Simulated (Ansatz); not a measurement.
Program: Ansatz. Geometries: PBE0-D4/def2-TZVP. ΔE: electronic, gas phase. CBS: MP2 limit from def2 TZ/QZ plus the TZ coupled-cluster correction, frozen cores. For Ge outer-core shells are correlated without core-valence functions, which leaves a few kJ/mol of doubt a bond. Scalar relativity is left out up to krypton. Each species was taken in one conformer, which may not be the lowest.

`OB(F)O[SiH3]` + `[OH][GeH2][SiH3]` → `[SiH3][O][GeH2][SiH3]` + `OB(O)F`  (ligand exchange at the Si–O bond)

```json
{"species": "`OB(F)O[SiH3]`", "SCS-MP2/def2-QZVPP energy (Eh)": "-566.50549"}
{"species": "`[OH][GeH2][SiH3]`", "SCS-MP2/def2-QZVPP energy (Eh)": "-2443.66393"}
{"species": "`[SiH3][O][GeH2][SiH3]`", "SCS-MP2/def2-QZVPP energy (Eh)": "-2733.96297"}
{"species": "`OB(O)F`", "SCS-MP2/def2-QZVPP energy (Eh)": "-276.21261"}
```

**Question.** Work out ΔE.

**Answer.** ΔE = (-2733.96297) + (-276.21261) − (-566.50549) − (-2443.66393) = -0.00616 Eh = -16.2 kJ/mol. CCSD(T)/CBS gives -15.6 kJ/mol.

Largest T1 diagnostic among the species: 0.012.
